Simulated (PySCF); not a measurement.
Dipole moment and polarisability of `[SiH3]C([SiH3])[SiH2][O][GeH3]`

Compound: CH₁₂GeOSi₃.
Geometry (PBE0-D3(BJ)/def2-SVP, Å), atoms numbered from 1 in this order:
```xyz
18
CH12GeOSi3 angstrom
Si    -1.640   -1.524    0.014
C     -1.236    0.248    0.510
Si    -0.978    1.375   -0.977
Si     0.188    0.367    1.737
O      1.649    0.166    1.004
Ge     2.699   -0.224   -0.366
H     -2.740   -1.561   -1.000
H     -0.434   -2.176   -0.583
H     -2.066   -2.317    1.208
H     -2.122    0.639    1.048
H     -0.499    2.724   -0.546
H     -2.250    1.537   -1.745
H      0.046    0.788   -1.897
H      0.020   -0.677    2.795
H      0.149    1.717    2.376
H      4.027   -0.707    0.240
H      2.895    1.060   -1.191
H      2.036   -1.328   -1.208
```

Level: PBE0/def2-SVPD (PySCF), static field, nuclei fixed, core orbitals frozen in the response. The polarisability tensor in these axes (au):

```
x   130.98   3.09   2.68
y     3.09 124.43  -3.45
z     2.68  -3.45 122.04
```

Q: Give the principal values, the mean and the anisotropy Δα = √{½[(α1 − α2)² + (α2 − α3)² + (α1 − α3)²]}.

A: Principal values 118.32, 126.75 and 132.38 au; mean 125.81 au = 18.64 Å³ = 20.74 × 10⁻⁴⁰ C²·m²/J; Δα = 12.25 au (10 % of the mean).

Q: What is the dipole moment, and where does it point?

A: (0.04, -0.02, -0.55) D, 0.55 D in size, pointing from the negative to the positive side. Measured along this direction, the outermost atoms are H14 at the negative end and H13 at the positive end.

Q: Rayleigh depolarisation ratio (linearly polarised light, static tensor)?

A: ρ = 3Δα²/(45ᾱ² + 4Δα²) = 450.5/(712323 + 600.7) = 0.000632.

Q: How large is μ²/3kT at 500 K beside α?

A: In Gaussian units μ²/3kT = 1.47 Å³ against 18.64 Å³, a ratio of 0.08; the Debye molar polarisation (4π/3)N_A(α + μ²/3kT) is 50.7 cm³/mol, leaving out the vibrational part.

Q: Find the Langevin capture rate constant for NH4+ (18.034 u) meeting this molecule (197.941 u), k = 2.342 × 10⁻⁹ cm³/s × √(α in Å³ / reduced mass in u).

A: The reduced mass is 16.53 u, so k = 2.49 × 10⁻⁹ cm³/s. The formula leaves out the permanent dipole, which adds to the capture rate.

Q: Along which axes do the principal values lie, and how far do the nuclei extend along each?

A: Largest value along (0.94, 0.30, 0.14), where the nuclei span 6.81 Å; middle along (-0.15, 0.76, -0.64), 4.90 Å; least along (-0.30, 0.58, 0.76), 5.05 Å. 

One conformer (not necessarily the lowest) at the PBE0-D3(BJ)/def2-SVP geometry, without solvent, vibrations or thermal averaging. The calculation is non-relativistic, for germanium too.

The run behind these numbers computed excited states and ΔSCF ions as well. On one thread of an Arm Neoverse N1, no GPU, shared host with 64 logical CPUs at a one-minute load of 56, this took 13 min (grids of density and orbitals included) and 1.3 GiB of memory at its peak.
